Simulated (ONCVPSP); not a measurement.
# What the settings do to the ONCV potential of arsenic (As)

Base potential:

```json
{
 "Element": "arsenic",
 "Generator": "ONCVPSP 4.0.1",
 "Type": "optimised norm-conserving Vanderbilt (ONCV)",
 "Functional": "Wu-Cohen",
 "Relativity": "scalar-relativistic",
 "Frozen core": "[Ar]",
 "Valence charge": "15",
 "Reference configuration": "3d10 4s2 4p2 (charge +1)",
 "Partial waves": "4s: rc 1.65 bohr, ncon 4, nbas 8, qcut 4.6 1/bohr, 2 projectors, debl 0.7 Ha; 4p: rc 1.50 bohr, ncon 3, nbas 6, qcut 5.1 1/bohr, 1 projector; 3d: rc 0.75 bohr, ncon 5, nbas 9, qcut 21.3 1/bohr, 2 projectors, debl 0.3 Ha",
 "Local potential": "polynomial inside 0.50 bohr (lpopt 5, dvloc0 3 Ha)",
 "Core correction": "Teter function, fcfact 5.25, rcfact 1.8"
}
```

In the s channel the program set the typed energies aside and used -0.861, 0.250 Ha. In the d channel the program set the typed energies aside and used -1.853, 0.250 Ha.

Cutoffs, loose and tight: the cutoffs (Ha) at which the residual kinetic energy of the hardest occupied pseudo-wave falls to 1 and 0.1 mHa per electron. They do not see the model core or the augmentation charge, which bear on the density cutoff. Test errors are all-electron minus pseudo excitation energies from the reference, over the configurations 3d10 4s2 4p3; 3d10 4s2 4p1; 3d10 4s2 4p0; 3d10 4s1 4p0. A dash means not determined; rows that change the core or the reference have their own tests.

A true bound ghost makes a file unfit for plane-wave use even where its test errors are small: the radial tests pick states by their node count and pass the ghost by.

```tsv
change	outcome	cutoff, loose	cutoff, tight	bound ghosts	GHOST(+) flags above zero	largest test error (meV)
base	generated, projector energies reset by the program	188 Ha	210 Ha	s, p	none	-67
core correction Teter function, fcfact 1.3, rcfact 1.8	generated, projector energies reset by the program	188 Ha	210 Ha	s, p	none	-17
core correction Teter function, fcfact 2, rcfact 1.8	generated, projector energies reset by the program	188 Ha	210 Ha	s, p	none	-17
core correction Teter function, fcfact 3.2, rcfact 1.8	generated, projector energies reset by the program	188 Ha	210 Ha	s, p	none	-28
core correction Teter function, fcfact 5.2, rcfact 1.8	generated, projector energies reset by the program	188 Ha	210 Ha	s, p	none	-66
core correction Teter function, fcfact 7, rcfact 1.8	generated, projector energies reset by the program	188 Ha	210 Ha	s, p	none	-115
core correction Teter function, fcfact 7.4, rcfact 1.8	generated, projector energies reset by the program	188 Ha	210 Ha	s, p	none	-127
```

(1) What comes out with this change to the base: core correction Teter function, fcfact 4.3, rcfact 1.8?

(2) What comes out with this change to the base: core correction Teter function, fcfact 5.9, rcfact 1.8?

(3) What comes out with this change to the base: core correction Teter function, fcfact 3.8, rcfact 1.8?

## Answers

(1) outcome: generated, projector energies reset by the program; cutoff, loose: 188 Ha; cutoff, tight: 210 Ha; bound ghosts: s, p; GHOST(+) flags above zero: none; largest test error (meV): -46.

(2) outcome: generated, projector energies reset by the program; cutoff, loose: 188 Ha; cutoff, tight: 210 Ha; bound ghosts: s, p; GHOST(+) flags above zero: none; largest test error (meV): -84.

(3) outcome: generated, projector energies reset by the program; cutoff, loose: 188 Ha; cutoff, tight: 210 Ha; bound ghosts: s, p; GHOST(+) flags above zero: none; largest test error (meV): -37.

Reading the sweep of the fcfact (base included, trends over the rows without a ghost): Bound ghosts are found at 1.3, 2, 3.2, 3.8, 4.3, 5.2, 5.25, 5.9, 7, 7.4. Every judged row has one, so this setting neither creates nor removes them.
